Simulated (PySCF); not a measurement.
Level of theory: PBE-D3(BJ)/def2-TZVP // PBE0-D3(BJ)/def2-TZVP (PySCF). All species are isolated molecules in the gas phase. One relaxed conformer stands for a flexible species; it need not be the lowest. Excitations are Tamm–Dancoff values on a coarser integration grid. The basis has no diffuse functions, so Rydberg states are missing or too high.

Reference species (SMILES): `OC/C=C/[SiH3]` (H–O–C–C torsion 58°, O–C–C–C torsion -126°) (neutral, multiplicity 1).

```
Quantity                                      Result
-------------------------------------------  -------
HOMO–LUMO gap                                4.76 eV
T1 excitation (TDA)                          4.23 eV
brightest of the four lowest singlets (TDA)  6.66 eV
```

After one change: the HOMO–LUMO gap goes up by 0.03 eV; the T1 excitation (TDA) falls by 0.19 eV; the brightest of the four lowest singlets (TDA) falls by 0.40 eV.

**Question.** Name the change that produced these shifts. The new species is one of these.
(A) `O/C=C/C[SiH3]` (H–O–C–C torsion -1°, C–C–C–Si torsion -111°)
(B) `C/C=C(\O)[SiH3]` (Si–C–O–H torsion 180°)
(C) `C/C([SiH3])=C\O` (C–C–O–H torsion 180°)
(D) `C=C[C@@H](O)[SiH3]` (C–C–C–Si torsion 120°, Si–C–O–H torsion -66°)

**Answer.** B, `C/C=C(\O)[SiH3]` (Si–C–O–H torsion 180°)
